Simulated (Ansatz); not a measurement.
Reaction (formal exchange of groups at a B–C bond): `CC(C)CB(Cl)Cl` + `ClCCl` → boron trichloride + `CC(C)CCCl`

Gas-phase electronic energies from Ansatz, PBE0-D4/def2-TZVP geometries. CBS: MP2 limit from def2 TZ/QZ plus the TZ coupled-cluster correction, frozen cores. This one scheme is used for every species. DFT in def2-TZVPP. B3LYP here is the variant with VWN-RPA as its local correlation; programs differ in this. HSE06 is defined as in plane-wave codes. One conformer a species, not always the lowest.

(1) Is it downhill or uphill in electronic energy at CCSD(T)/CBS, and by how much? (An estimate is asked.)

(2) What do these levels give: B3LYP-D4, HSE06-D4, ωB97X-V, ωB97M-V, HSE06, MP2/def2-QZVPP? (Best estimate.)

Largest T1 diagnostic among the species: 0.011.

Answers

(1) The calculation gave: Downhill: ΔE = -106.3 kJ/mol.

(2) The calculation gave: B3LYP-D4 -105.2, HSE06-D4 -106.3, ωB97X-V -105.6, ωB97M-V -106.3, HSE06 -106.3, MP2/def2-QZVPP -111.5 kJ/mol.

Leaving LDA and LC-ωPBE aside and taking each functional with its dispersion term where it has one, the values, not all of them listed here, spread over 8.1 kJ/mol, from B97M-V to BLYP-D4. LDA lies −5.0 kJ/mol from PBE without D4. From BLYP to BHLYP (50 % exact exchange), in def2-TZVPP and without D4, ΔE moves by −6.1 kJ/mol. At CCSD(T), def2-SVP lies −24.4 kJ/mol from the extrapolated value and def2-TZVPP −3.1 kJ/mol.
